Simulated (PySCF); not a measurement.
SeCl₂, SMILES Cl[Se]Cl.

Geometry optimised at ωB97X-D3(BJ)/def2-TZVP. The isomer is the one that the SMILES or the coordinates give; other isomers of the formula were not compared.

Calculation: PBE/def2-TZVPD run with PySCF.

The molecule is in vacuum.

* **total energy**: -3321.26337 hartree
* **point group**: C2v
* **highest occupied level**: -5.79 eV
* **lowest empty level**: -3.50 eV
* **orbital gap**: 2.29 eV
* **dipole moment**: 0.91 D
* **quadrupole, principal values (traceless, Buckingham form, about the centre of nuclear charge)**: -3.09, 0.31, 2.78 D·Å
* **mean static polarisability**: 59.7 bohr³ (8.85 Å³)
* **polarisability, principal values**: 45.2, 56.5, 77.4 bohr³
